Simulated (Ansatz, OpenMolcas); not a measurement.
## GeH3Br (SMILES [GeH3][Br]): methods side by side

GeH3Br has 5 atoms, charge 0, and is taken as a singlet. SMILES: `[GeH3][Br]`. Geometry: relaxed at PBE0-D4/def2-TZVP.

```csv
atom,x (Å),y (Å),z (Å)
Ge,0.1390,0.0137,-0.1291
Br,-1.5485,-0.1525,1.4383
H,0.1282,1.4522,-0.6551
H,-0.1722,-0.9959,-1.2381
H,1.4534,-0.3175,0.5841
```

Each level gives the electronic atomisation energy (eV). The values are calculated. Electronic energies at fixed atoms, without zero-point motion or spin-orbit coupling.

| level | kind | program | value (eV) |
| --- | --- | --- | --- |
| PBE/aug-cc-pVDZ | GGA | OpenMolcas | 12.32 |
| r2SCAN/aug-cc-pVDZ | meta-GGA | OpenMolcas | 12.64 |
| B3LYP/aug-cc-pVDZ | global hybrid | Ansatz | 12.30 |
| PBE0/aug-cc-pVDZ | global hybrid | Ansatz | 12.36 |
| r2SCAN0/aug-cc-pVDZ | hybrid meta-GGA | Ansatz | 12.55 |
| CAM-B3LYP/aug-cc-pVDZ | range-separated hybrid | Ansatz | 12.42 |
| wB97M-V/aug-cc-pVDZ | range-separated hybrid | Ansatz | 12.48 |
| wB97X/aug-cc-pVDZ | range-separated hybrid | Ansatz | 12.62 |

All-electron rows without a relativistic Hamiltonian named are non-relativistic. The values span 12.30 to 12.64 eV.
